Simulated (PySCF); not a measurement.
## From computed data to an observable: dipole moment from atomic charges

1-bromo-1-chlorocyclopropane (C₃H₄BrCl), SMILES C1C(Cl)(C1)Br. Atoms are numbered in the order given.

```xyz
9

Cl     1.2074     1.5694     0.0000
C     -0.2464     0.5579     0.0000
Br     0.1467    -1.3424     0.0000
C     -1.4482     1.0339     0.7616
C     -1.4482     1.0339    -0.7616
H     -2.0509     0.2761     1.2850
H     -1.3510     1.9980     1.2843
H     -2.0509     0.2761    -1.2850
H     -1.3510     1.9980    -1.2843
```

Coordinates come from a PBE-D3(BJ)/def2-SVP optimisation.

Charges (e) from PBE/def2-TZVP in PySCF:

| atom | ESP fit | IAO |
|---|---|---|
| Cl1 | -0.026 | -0.040 |
| C2 | -0.111 | -0.045 |
| Br3 | -0.029 | -0.016 |
| C4 | -0.266 | -0.289 |
| C5 | -0.266 | -0.289 |
| H6 | 0.171 | 0.170 |
| H7 | 0.178 | 0.169 |
| H8 | 0.171 | 0.170 |
| H9 | 0.178 | 0.169 |

The dipole moment of the full density is 2.08 D.

Question: What dipole moment does each set of point charges give, and which comes closer to that of the density?

Answer: 
μ = Σ q r, and 1 e Å = 4.8032 D.
ESP fit: Σ q r = (-0.420, 0.192, 0.000) e Å, |μ| = 2.22 D.
IAO: Σ q r = (-0.356, 0.105, 0.000) e Å, |μ| = 1.79 D.
ESP fit comes closer in size. Point charges leave out the atoms' own dipoles (lone pairs, polarised bonds); fits to the potential absorb them, partitions of the density don't.
